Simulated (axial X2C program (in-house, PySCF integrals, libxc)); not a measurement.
**SnC: nuclear properties from DFT to coupled cluster**

Calculated with an in-house all-electron X2C program for linear molecules (integrals from PySCF): two-component X2C with atomic mean-field Coulomb and Gaunt terms, Gaussian nuclei, basis Sn dyall-acv3z, C dyall-av3z with contracted cores.

R = 2.018 Å (near the PBE0 minimum at charge 0 of the determinant lowest at the starting distance; the state shown can have its own minimum elsewhere); state Ω = 2 (⟨Sz⟩ = 1.00, ⟨Lz⟩ = 1.00 at PBE0).

| level | Eeff magnitude (GV/cm) | Ws magnitude Sn (kHz) | A∥/gI Sn (MHz) | qzz Sn (a.u.) | A∥/gI C (MHz) | μ (D) |
| --- | --- | --- | --- | --- | --- | --- |
| PBE0 | 1.55 | 0.556 | 324 | -2.58 | 65.4 | -2.46 |
| HF | 0.207 | 0.143 | 416 | -3.72 | 92.3 | -1.53 |
| B3LYP | 1.72 | 0.608 | 294 | -2.34 | 76.2 | -2.61 |

Eeff is the effective electric field on the electron electric dipole moment in this Ω state and Ws the scalar–pseudoscalar constant of the nucleus named (defined with the proton number Z and per Ω); A∥ (defined per Ω) follows by multiplying with gI = μI/(I μN); qzz is the electric field gradient, eQq0 = 234.96 MHz × Q/barn × qzz; μ is positive if the C end (last atom) is positive. The operators were transformed with the bare-nucleus X2C matrices; with these basis sets, hyperfine constants and field gradients can be off by tens of per cent, and where levels differ in sign neither size nor sign is settled.

Finite-field MP2, CCSD and CCSD(T), with 18 electrons correlated in 130 natural virtual spinors (MP2 remainder added):

```csv
level,Eeff magnitude (GV/cm),Ws magnitude Sn (kHz),A∥/gI Sn (MHz),qzz Sn (a.u.),A∥/gI C (MHz),μ (D)
MP2,0.163,0.0705,402,-2.65,67.1,-2.48
CCSD,0.452,0.247,277,-2.67,66,-2.53
CCSD(T),0.609,0.297,241,-2.53,67.7,-2.62
```

T1 = 0.046 (Lee–Taylor), a sign of multireference character. One unrestricted determinant, the lowest of a limited PBE0 search, is the reference; the functionals treat spin collinearly. With several open shells it need not be a pure state. The sign of Eeff is opposite to CCSD(T) at MP2. Eeff spreads by more than a factor of two over the levels. Correlation of the inner shells is missing, which matters for properties at the nucleus. Number of frozen shells: Sn 4 s, 3 p, 1 d; C 1 s.

Problem. By how much does correlation change each value, CCSD(T) against HF?

Solution. Eeff magnitude 194 %; Ws magnitude Sn 108 %; A∥/gI Sn -42 %; qzz Sn -32 %; A∥/gI C -27 %; μ 71 %.
